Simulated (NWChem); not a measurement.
System: CH₄BF; SMILES B(F)C

Here is an NWChem input.

```
start job
memory heap 200 mb stack 900 mb global 1100 mb
geometry units angstroms noautoz
  B     -0.489159    -0.151058    -0.000840
  H     -1.694096    -0.298670     0.001871
  F      0.231306    -1.264272     0.000180
  C      0.201387     1.245156    -0.001555
  H     -0.116637     1.808406     0.893201
  H     -0.159021     1.837011    -0.860420
  H      1.299429     1.200972    -0.026581
end
basis spherical
  B library def2-svp
  H library def2-svp
  F library def2-svp
  C library def2-svp
end
dft
  xc pw6b95
  iterations 150
  mulliken
end
task dft energy
```

All runs use the structure optimised with PBE0/def2-SVP.

Problem. What results follow from this input? (PW6B95/def2-SVP.) Quantities: energy (Ha); highest occupied level (eV); orbital gap (eV); dipole (D).

Solution. 
```
Quantity                       Value
---------------------------  -------
energy (Ha)                  -165.32
highest occupied level (eV)    -8.98
orbital gap (eV)                8.66
dipole (D)                      1.26
```
